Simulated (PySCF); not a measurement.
Isomers of C5H15FSi3, one GFN2-xTB conformer each. Single-point energies are computed at PBE0/pcSseg-1 (PySCF, gas phase, no added dispersion term), electronic only.

```tsv
SMILES	GFN2-xTB relative energy (kcal/mol)
C=C[Si@](C)(C[SiH3])C[SiH2]F	23.4
C[SiH2]C[C@@H]1CC[SiH2][Si@H]1F	0.0
FC/C=C\[SiH2][C@H]([SiH3])C[SiH3]	58.4
C[SiH2]C[C@@H]1[SiH2]C[SiH2][C@H]1F	39.6
C=CCC[Si]([SiH3])([SiH3])CF	70.0
```

Conformers: `[CH2:1]=[CH:2][Si@:3]([CH3:4])([CH2:5][SiH3:6])[CH2:7][SiH2:8][F:9]` with C1–C2–Si3–C4 149°, C2–Si3–C5–Si6 60°, C2–Si3–C7–Si8 52°, Si3–C7–Si8–F9 52°; `[CH3:1][SiH2:2][CH2:3][C@@H:4]1[CH2:5][CH2:6][SiH2:7][Si@H:8]1[F:9]` with C1–Si2–C3–C4 49°, Si2–C3–C4–C5 -175°, C3–C4–C5–C6 -179°, C4–C5–C6–Si7 52°, C5–C6–Si7–Si8 -25°, C6–Si7–Si8–F9 -113°; `[F:1][CH2:2]/[CH:3]=[CH:4]\[SiH2:5][C@H:6]([SiH3:7])[CH2:8][SiH3:9]` with F1–C2–C3–C4 148°, C3–C4–Si5–C6 173°, C4–Si5–C6–Si7 70°, Si5–C6–C8–Si9 -65°; `[CH3:1][SiH2:2][CH2:3][C@@H:4]1[SiH2:5][CH2:6][SiH2:7][C@H:8]1[F:9]` with C1–Si2–C3–C4 160°, Si2–C3–C4–Si5 -179°, C3–C4–Si5–C6 -82°, C4–Si5–C6–Si7 -18°, Si5–C6–Si7–C8 -3°, C6–Si7–C8–F9 -87°; `[CH2:1]=[CH:2][CH2:3][CH2:4][Si:5]([SiH3:6])([SiH3:7])[CH2:8][F:9]` with C1–C2–C3–C4 -117°, C2–C3–C4–Si5 -63°, C3–C4–Si5–Si6 75°, C4–Si5–C8–F9 -174°.

Question: What does PBE0/pcSseg-1 give for the same structures?

Answer: 
```
                             SMILES  PBE0/pcSseg-1 E (Eh)  PBE0/pcSseg-1 (kcal/mol)  GFN2-xTB (kcal/mol)  point group
    C[SiH2]C[C@@H]1CC[SiH2][Si@H]1F           -1167.18006                       0.0                  0.0           C1
       C=C[Si@](C)(C[SiH3])C[SiH2]F           -1167.17677                       2.1                 23.4           C1
C[SiH2]C[C@@H]1[SiH2]C[SiH2][C@H]1F           -1167.11962                      37.9                 39.6           C1
        C=CCC[Si]([SiH3])([SiH3])CF           -1167.06526                      72.0                 70.0           C1
  FC/C=C\[SiH2][C@H]([SiH3])C[SiH3]           -1167.06202                      74.1                 58.4           C1
```

Both levels put the same isomer lowest; measured from each level's own lowest isomer, the values differ by up to 21.3 kcal/mol (C=C[Si@](C)(C[SiH3])C[SiH2]F: 23.4 against 2.1). As drawn, the lowest has an Si–F bond and an Si–Si bond, which the highest lacks; the highest has a C=C bond outside aromatic rings, which the lowest lacks. Neighbours under 2.5 kcal/mol apart (C[SiH2]C[C@@H]1CC[SiH2][Si@H]1F and C=C[Si@](C)(C[SiH3])C[SiH2]F; C=CCC[Si]([SiH3])([SiH3])CF and FC/C=C\[SiH2][C@H]([SiH3])C[SiH3]) can change places with a better method, another conformer or zero-point energy.

Question: Which frontier levels, dipoles and rotational constants go with these structures?

Answer: 
```json
{"SMILES": "C[SiH2]C[C@@H]1CC[SiH2][Si@H]1F", "HOMO (eV, PBE0/pcSseg-1)": "-7.58", "LUMO (eV)": "-0.70", "dipole (D)": "2.04", "A, B, C (MHz)": "1647, 589.1, 498.3"}
{"SMILES": "C=C[Si@](C)(C[SiH3])C[SiH2]F", "HOMO (eV, PBE0/pcSseg-1)": "-7.81", "LUMO (eV)": "-0.42", "dipole (D)": "1.99", "A, B, C (MHz)": "1183, 599.5, 552.5"}
{"SMILES": "C[SiH2]C[C@@H]1[SiH2]C[SiH2][C@H]1F", "HOMO (eV, PBE0/pcSseg-1)": "-7.63", "LUMO (eV)": "0.43", "dipole (D)": "2.25", "A, B, C (MHz)": "1482, 550.7, 514.6"}
{"SMILES": "C=CCC[Si]([SiH3])([SiH3])CF", "HOMO (eV, PBE0/pcSseg-1)": "-7.71", "LUMO (eV)": "-0.53", "dipole (D)": "2.42", "A, B, C (MHz)": "1121, 558.5, 531.9"}
{"SMILES": "FC/C=C\\[SiH2][C@H]([SiH3])C[SiH3]", "HOMO (eV, PBE0/pcSseg-1)": "-7.88", "LUMO (eV)": "-0.80", "dipole (D)": "1.85", "A, B, C (MHz)": "1184, 445.8, 354.5"}
```

Question: As an exercise, what shares would exp(−E/RT) give at 1000 K from these electronic energies alone (no entropy, no degeneracies)?

Answer: RT = 1.987 kcal/mol: C[SiH2]C[C@@H]1CC[SiH2][Si@H]1F 73.9 %, C=C[Si@](C)(C[SiH3])C[SiH2]F 26.1 %, C[SiH2]C[C@@H]1[SiH2]C[SiH2][C@H]1F under 0.1 %, C=CCC[Si]([SiH3])([SiH3])CF under 0.1 %, FC/C=C\[SiH2][C@H]([SiH3])C[SiH3] under 0.1 %.
